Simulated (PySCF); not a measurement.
(FAlNH)3 ring, Al3F3H3N3.
Bonds: Al1–F2, Al1–N3, Al1–N9, N3–Al4, Al4–F5, Al4–N6, N6–Al7, Al7–F8, Al7–N9. Hydrogens: H10 on N3; H11 on N6; H12 on N9.

The calculation used PBE0-D3(BJ)/def2-SVP geometry optimisation, gas phase (PySCF).

What internal coordinates does the optimisation give?

| bond | length (Å) |
| --- | --- |
| Al1–F2, Al4–F5, Al7–F8 | 1.663 |
| Al1–N3 and 5 like bonds | 1.779 |
| N3–H10, N6–H11, N9–H12 | 1.017 |

Bonds in one row agree within 0.01 Å and their mean is given. A selection of angles:
| angle | degrees |
| --- | --- |
| F2–Al1–N3 | 121.5 |
| N3–Al1–N9 | 116.9 |
| Al1–N3–Al4 | 123.0 |
| H10–N3–Al1 | 118.3 |
| H10–N3–Al4 | 118.7 |
| H11–N6–Al4 | 118.4 |
| H11–N6–Al7 | 118.4 |

Torsions: F2–Al1–N3–Al4 -179° (antiperiplanar); F2–Al1–N9–Al7 180° (antiperiplanar); Al1–N3–Al4–F5 178° (antiperiplanar); N3–Al4–N6–Al7 2° (synperiplanar); Al4–N6–Al7–F8 179° (antiperiplanar); N6–Al7–N9–Al1 0° (synperiplanar).

The 9 heavy atoms lie in one plane (0.017 Å rms). All 3 Al–F bonds measure 1.663 to 1.664 Å. Al1 (aluminium bonded to F and 2 N) is planar (angles 121.6°, 121.5° and 116.9°, sum 360.0°, 0.00 Å off the plane of its three neighbours). All 6 Al–N bonds measure 1.779 to 1.780 Å. N3 (nitrogen bonded to 2 Al and H) is planar (angles 123.0°, 118.7° and 118.3°, sum 360.0°, 0.01 Å off the plane of its three neighbours).

No frequency check. One conformer, not necessarily the lowest.
